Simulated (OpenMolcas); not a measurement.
Ba: effect of the active space

| Quantity | Value |
| --- | --- |
| Program | OpenMolcas 26.06 |
| Method | CASSCF |
| Basis | ANO-RCC-VDZ |
| Scalar Hamiltonian | X2C, point nucleus |
| Spin-orbit coupling | RASSI with atomic mean-field integrals over the reference wave functions, term energies averaged over their components |

A. 2 electrons in 4 orbitals (6s 6p); 2S+1 = 3 even, 3 roots (0 in the spin-orbit step); 2S+1 = 1 even, 1 root; 2S+1 = 3 odd, 3 roots; 2S+1 = 1 odd, 3 roots; cost about 6 core-seconds
B. 2 electrons in 8 orbitals (6s 6p 7s 7p); 2S+1 = 3 even, 1 root; 2S+1 = 1 even, 7 roots; 2S+1 = 3 odd, 3 roots; 2S+1 = 1 odd, 3 roots; cost of the order of 10 core-seconds

Energies in eV above 6s² ¹S₀, the measured ground level; measured values from NIST Handbook of Basic Atomic Spectroscopic Data.

```tsv
Level	A	B	Measured
6s² ¹S₀	0.0000	0.0000	0.0000
6s 6p ³P°₀	1.3404	1.3309	1.5208
6s 6p ³P°₁	1.3750	1.3655	1.5667
6s 6p ³P°₂	1.4457	1.4365	1.6756
6s 6p ¹P°₁	2.9713	2.9633	2.2392
```

Deviations, from unrounded energies. A percentage is the sum of absolute deviations over the sum of measured energies, with the sign that they share, or ± where signs differ.

| Against measurement | Levels | A | B |
| --- | --- | --- | --- |
| mean absolute deviation (cm-1) | 4 | 2700 | 2700 |
| other configurations (%) | 4 | ±19.1 | ±19.3 |

A, B lie about equally close to measurement. The largest miss of A in the table is 6s 6p ¹P°₁, by +5900 cm-1. The ranking rests on the paired levels alone, and a cruder setting can come out closer through cancelling errors.

Between A and B the level of the table that moves most is 6s 6p ³P°₀, by 77 cm-1 (lowest in B, highest in A).

Some high roots are left out of the spin-orbit mixing, which shifts the levels that they would mix with (holds for A). The run also gave levels led by 6s 7s, which use shells meant for correlation; these and all levels above them are left out (holds for B). Measured partners are found by configuration, term and J. A level has none where our copy of the source lacks it or the pairing is in doubt (some pairs that miss far off the trend of their configuration count as doubtful), and it then counts in no deviation. Only configurations of the active space appear. The table leaves out levels that lie high or whose names do not pair safely across all columns.

° marks odd parity.
